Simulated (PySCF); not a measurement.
All of these have the formula C4H8ClFSi2. Computed with TDDFT CAM-B3LYP/def2-SVPD, vertical, gas phase, core orbitals frozen in the response (PySCF). Geometries: GFN2-xTB; one conformer of each isolated species. Triplets are in the Tamm–Dancoff approximation.

A. `C=C[Si@H](Cl)/C(F)=C/[SiH3]`
B. `C=C[Si@@]1(Cl)C[SiH2][C@H]1F`
C. `CC[Si@@H](Cl)C#C[SiH2]F`
D. `C=C(F)[C@@H]1[SiH2]C[Si@@H]1Cl`

Lowest singlet levels (six at most, fewer where fewer were computed) with oscillator strengths:

1. 211 nm (f 0.004); 197 nm (f 0.015); 189 nm (f 0.204); 184 nm (f 0.357); 174 nm (f 0.017); 173 nm (f 0.016); T1 4.28 eV
2. 231 nm (f 0.001); 214 nm (f 0.005); 207 nm (f 0.001); 178 nm (f 0.001); 167 nm (f 0.171); 165 nm (f 0.352); T1 4.61 eV
3. 215 nm (f 0.029); 198 nm (f 0.005); 188 nm (f 0.230); 184 nm (f 0.177); 178 nm (f 0.016); 174 nm (f 0.022); T1 4.28 eV
4. 197 nm (f 0.340); 189 nm (f 0.114); 184 nm (f 0.188); 178 nm (f 0.019); 172 nm (f 0.260); 168 nm (f 0.005); T1 4.04 eV

Question: Which spectrum belongs to which structure?

Answer: 1 = D, 2 = C, 3 = B, 4 = A.
- A: S1 at 6.29 eV, HOMO→LUMO (64%), HOMO-2→LUMO (19%); Löwdin shares by element: HOMO carbon 64% or more, fluorine 13%, silicon 6% or more (atoms not listed hold the other 18%); LUMO carbon 65% (atoms not listed hold the other 35%); HOMO -9.15 and LUMO -0.02 eV.
- B: S1 at 5.77 eV, HOMO→LUMO (62%), HOMO→LUMO+1 (23%); Löwdin shares by element: HOMO carbon 31% or more, silicon 22%, fluorine 18% (atoms not listed hold the other 29%); LUMO carbon 44% or more, silicon 19% (atoms not listed hold the other 37%); HOMO -8.90 and LUMO 0.10 eV.
- C: S1 at 5.37 eV, HOMO→LUMO (66%), HOMO-2→LUMO (19%); Löwdin shares by element: HOMO carbon 60% or more, silicon 10% or more (atoms not listed hold the other 29%); LUMO carbon 46% or more, silicon 29% (atoms not listed hold the other 26%); HOMO -9.69 and LUMO -0.32 eV.
- D: S1 at 5.88 eV, HOMO→LUMO (76%), HOMO→LUMO+1 (16%); Löwdin shares by element: HOMO carbon 70% or more, fluorine 6% (atoms not listed hold the other 24%); LUMO silicon 35%, carbon 20% or more (atoms not listed hold the other 45%); HOMO -8.15 and LUMO 0.62 eV.
B and D have S1 within 0.12 eV of each other; their strongest listed levels stand at 6.60 eV (f 0.230) and 6.73 eV (f 0.357).
